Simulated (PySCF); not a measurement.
selenium monohydride: calculation against experiment

**What was measured.**

NIST CCCBDB Release 22 (SRD 101), experimental dipoles lists, for the gas: dipole moment 0.49 D.

From Liu, Meijer, Perez-Rios, Phys. Chem. Chem. Phys. 22 (2020) 24191, for the gas: dipole moment 0.5 D.

The runs below try to reproduce these values; the comparison stands at the end.

Species: selenium monohydride, HSe (doublet state).
SMILES with atom numbers: `[SeH:1]` (hydrogens: H2 on Se1)

Cartesian coordinates in Å at the PBE0-D3(BJ)/def2-SVP level; atoms count from 1:
```
atom  x, y, z in Å
Se1    0.7396   -0.0057   -0.0058
H2    -0.7341    0.0082   -0.0225
```

The PySCF runs (gas phase, on this PBE0-D3(BJ)/def2-SVP geometry; no spin–orbit coupling):

```tsv
level	job	basis functions	wall time
PBE0-D3(BJ)/def2-SVP, grid level 1	geometry optimisation from a GFN2-xTB start	37	2.4 s
```

Hardware: one thread of an x86-64 server, on a shared host.

## Comparison

**Dipole moment.** Measured: 0.49 D (NIST CCCBDB Release 22 (SRD 101), experimental dipoles) and 0.5 D (Liu, Meijer, Perez-Rios, Phys. Chem. Chem. Phys. 22 (2020) 24191). Differences are taken against the first.

```csv
level,computed (D),computed − measured (D),% (from the printed values)
PBE0-D3(BJ)/def2-SVP,0.72,+0.23,+47
```

The computed dipoles belong to one fixed geometry; measured ones are averaged over vibrations unless marked μe. Magnitudes are compared, not signs.

The geometry is computed, not the measured one. Where a level misses, the cause wasn't examined.
